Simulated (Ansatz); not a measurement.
Steps of a relaxation of C$_{5}$H$_{3}$BF$_{6}$O$_{4}$, SMILES `O[B-]1(O)OC(C(F)(F)F)=CC(C(F)(F)F)=[O+]1` with RKS PBE0-D4/def2-TZVP.

```sh
$ ansatz run in.yaml --threads 11 --pin off --events-out ev --progress --plain --max-ram 166912MiB --backend cuda --devices 0, --max-vram 75GiB
```

```yaml
crystal:
  periodic: [false, false, false]
  atoms:
    - {symbol: O, position_ang: [1.383095, -0.273565, 2.658774]}
    - {symbol: B, position_ang: [0.400753, -0.509775, 1.703422]}
    - {symbol: O, position_ang: [-0.635042, -1.380564, 2.042052]}
    - {symbol: O, position_ang: [-0.276671, 0.854237, 1.240925]}
    - {symbol: C, position_ang: [-0.717577, 1.027933, 0.051824]}
    - {symbol: C, position_ang: [-1.590554, 2.278886, -0.123036]}
    - {symbol: F, position_ang: [-0.872545, 3.381748, 0.162997]}
    - {symbol: F, position_ang: [-2.043709, 2.382567, -1.389401]}
    - {symbol: F, position_ang: [-2.645974, 2.229048, 0.705395]}
    - {symbol: C, position_ang: [-0.405765, 0.201252, -1.035030]}
    - {symbol: C, position_ang: [0.543855, -0.799590, -0.793863]}
    - {symbol: C, position_ang: [1.117872, -1.645897, -1.939113]}
    - {symbol: F, position_ang: [2.438188, -1.410595, -2.064219]}
    - {symbol: F, position_ang: [0.938382, -2.952559, -1.687960]}
    - {symbol: F, position_ang: [0.519573, -1.347846, -3.110967]}
    - {symbol: O, position_ang: [1.042987, -1.059726, 0.355920]}
    - {symbol: H, position_ang: [2.075473, 0.340551, 2.365940]}
    - {symbol: H, position_ang: [-0.509235, -1.709178, 2.948716]}
    - {symbol: H, position_ang: [-0.804907, 0.388773, -2.035977]}
basis:
  gaussian: {orbitals: def2-TZVP}
hamiltonian: {xc: pbe0, dispersion: d4}
relax: {f_tol: 0.005, max_steps: 150}
```

Positions (Å) and forces (eV/Å) along the path, 6 of 7 steps:

```xyz
19
step=1 energy=-30385.8001 eV
O     1.383   -0.274    2.659    0.246    0.389   -0.473
B     0.401   -0.510    1.703   -0.173   -0.053   -0.138
O    -0.635   -1.381    2.042    0.398   -0.016    0.633
O    -0.277    0.854    1.241   -0.284    0.014   -1.056
C    -0.718    1.028    0.052    0.554   -0.557    0.478
C    -1.591    2.279   -0.123   -0.237    0.348   -0.004
F    -0.873    3.382    0.163   -0.479   -0.660   -0.205
F    -2.044    2.383   -1.389    0.267   -0.021    0.834
F    -2.646    2.229    0.705    0.642    0.067   -0.556
C    -0.406    0.201   -1.035    0.086    0.016    0.093
C     0.544   -0.800   -0.794   -0.045    0.282    0.875
C     1.118   -1.646   -1.939    0.184   -0.254   -0.286
F     2.438   -1.411   -2.064   -0.827   -0.165    0.031
F     0.938   -2.953   -1.688    0.119    0.823   -0.213
F     0.520   -1.348   -3.111    0.421   -0.233    0.737
O     1.043   -1.060    0.356   -0.506    0.348   -0.905
H     2.075    0.341    2.366   -0.452   -0.418    0.228
H    -0.509   -1.709    2.949   -0.135    0.195   -0.630
H    -0.805    0.389   -2.036    0.221   -0.104    0.557
19
step=2 energy=-30385.8975 eV
O     1.376   -0.269    2.640    0.050    0.102   -0.146
B     0.394   -0.508    1.691   -0.058    0.015   -0.115
O    -0.635   -1.378    2.036    0.190    0.052    0.175
O    -0.273    0.851    1.227   -0.058   -0.084   -0.283
C    -0.709    1.018    0.051    0.160   -0.165    0.173
C    -1.578    2.265   -0.122   -0.144    0.221   -0.048
F    -0.867    3.361    0.159   -0.173   -0.268   -0.070
F    -2.030    2.369   -1.378    0.106   -0.013    0.324
F    -2.627    2.218    0.699    0.260    0.008   -0.207
C    -0.406    0.198   -1.027    0.000    0.004   -0.008
C     0.538   -0.791   -0.786    0.007    0.071    0.280
C     1.112   -1.634   -1.926    0.099   -0.135   -0.213
F     2.422   -1.399   -2.053   -0.324   -0.056    0.032
F     0.935   -2.931   -1.679    0.040    0.325   -0.063
F     0.519   -1.341   -3.090    0.161   -0.087    0.290
O     1.037   -1.048    0.349   -0.201    0.122   -0.189
H     2.062    0.339    2.350   -0.102   -0.112    0.090
H    -0.511   -1.703    2.933   -0.069    0.031   -0.171
H    -0.802    0.381   -2.016    0.058   -0.029    0.150
19
step=4 energy=-30385.9110 eV
O     1.374   -0.267    2.632   -0.002    0.005   -0.013
B     0.395   -0.504    1.682   -0.010    0.016   -0.046
O    -0.631   -1.372    2.028    0.022    0.006    0.021
O    -0.269    0.847    1.220    0.017   -0.020    0.017
C    -0.709    1.011    0.049   -0.009    0.003   -0.005
C    -1.573    2.261   -0.122    0.002    0.002   -0.003
F    -0.859    3.348    0.158    0.008    0.005    0.004
F    -2.025    2.368   -1.370   -0.003    0.001   -0.007
F    -2.614    2.215    0.698   -0.008   -0.001    0.008
C    -0.415    0.191   -1.026   -0.008   -0.004   -0.002
C     0.532   -0.789   -0.783    0.000   -0.004   -0.009
C     1.111   -1.629   -1.922    0.001    0.003   -0.003
F     2.414   -1.391   -2.044    0.008    0.003    0.003
F     0.938   -2.920   -1.674   -0.001   -0.012    0.003
F     0.523   -1.341   -3.082   -0.003    0.002   -0.007
O     1.033   -1.040    0.347   -0.003    0.007    0.029
H     2.063    0.337    2.354    0.012    0.000    0.018
H    -0.517   -1.702    2.921   -0.020   -0.014    0.000
H    -0.813    0.371   -2.009   -0.003    0.001   -0.007
19
step=5 energy=-30385.9113 eV
O     1.375   -0.267    2.632   -0.006    0.001   -0.013
B     0.396   -0.502    1.679    0.004   -0.002    0.012
O    -0.630   -1.370    2.026   -0.003   -0.003    0.003
O    -0.268    0.847    1.218   -0.001    0.009    0.000
C    -0.711    1.010    0.049    0.003    0.006   -0.006
C    -1.573    2.262   -0.122    0.003   -0.008    0.006
F    -0.855    3.347    0.158    0.000   -0.003   -0.001
F    -2.026    2.371   -1.369    0.000    0.001   -0.002
F    -2.613    2.218    0.700   -0.002    0.003    0.000
C    -0.420    0.187   -1.026   -0.001   -0.003    0.004
C     0.530   -0.789   -0.784   -0.003   -0.002   -0.004
C     1.112   -1.629   -1.922   -0.001    0.002    0.009
F     2.415   -1.388   -2.041    0.000    0.000    0.000
F     0.941   -2.921   -1.674    0.001    0.001   -0.002
F     0.526   -1.342   -3.083   -0.001    0.000   -0.002
O     1.033   -1.038    0.346    0.008   -0.001   -0.006
H     2.066    0.337    2.360    0.001   -0.001    0.003
H    -0.520   -1.703    2.918   -0.001   -0.001   -0.002
H    -0.820    0.366   -2.009    0.000    0.000    0.001
19
step=6 energy=-30385.9113 eV
O     1.374   -0.267    2.632    0.005    0.002    0.003
B     0.396   -0.501    1.679   -0.008   -0.007    0.005
O    -0.630   -1.370    2.026    0.002    0.005   -0.006
O    -0.267    0.848    1.218    0.002    0.003    0.000
C    -0.711    1.010    0.049   -0.007   -0.004    0.000
C    -1.573    2.262   -0.122    0.002   -0.001    0.001
F    -0.854    3.346    0.157    0.000    0.002    0.001
F    -2.026    2.370   -1.369   -0.001    0.000   -0.001
F    -2.613    2.219    0.700    0.002    0.000   -0.002
C    -0.421    0.186   -1.026    0.000    0.001    0.001
C     0.530   -0.790   -0.784    0.001    0.000   -0.001
C     1.112   -1.629   -1.922   -0.001    0.000    0.002
F     2.415   -1.387   -2.041    0.000    0.000    0.000
F     0.942   -2.921   -1.674    0.000    0.000   -0.001
F     0.526   -1.342   -3.083   -0.001    0.000   -0.001
O     1.033   -1.037    0.346    0.003    0.000   -0.002
H     2.066    0.337    2.361   -0.001   -0.001    0.001
H    -0.521   -1.704    2.917    0.001    0.001    0.000
H    -0.822    0.365   -2.009    0.000    0.000    0.000
19
step=7 energy=-30385.9113 eV
O     1.374   -0.267    2.632    0.001   -0.001    0.004
B     0.396   -0.501    1.679   -0.001   -0.001    0.000
O    -0.630   -1.369    2.025   -0.001    0.001   -0.003
O    -0.266    0.848    1.218    0.002    0.001    0.000
C    -0.711    1.010    0.049   -0.002   -0.002    0.001
C    -1.572    2.262   -0.122    0.000    0.001   -0.001
F    -0.854    3.346    0.156    0.000    0.001    0.000
F    -2.026    2.370   -1.369    0.000    0.000    0.000
F    -2.612    2.220    0.700    0.001    0.000    0.000
C    -0.422    0.185   -1.025   -0.001    0.000   -0.001
C     0.530   -0.790   -0.783    0.000   -0.001    0.002
C     1.112   -1.628   -1.922    0.000    0.000   -0.002
F     2.415   -1.386   -2.041    0.000    0.000    0.000
F     0.943   -2.920   -1.675    0.000    0.000    0.000
F     0.525   -1.342   -3.082    0.000    0.000    0.000
O     1.034   -1.037    0.346    0.002    0.001    0.000
H     2.067    0.336    2.363   -0.001    0.000   -0.001
H    -0.522   -1.704    2.916    0.001    0.000    0.000
H    -0.823    0.363   -2.008    0.000    0.000    0.000
```

Hardware: 11 threads of an AMD EPYC 7R13 on a shared host and a whole NVIDIA H100 80 GB. Wall time 12 s, peak host memory 1.4 GiB.
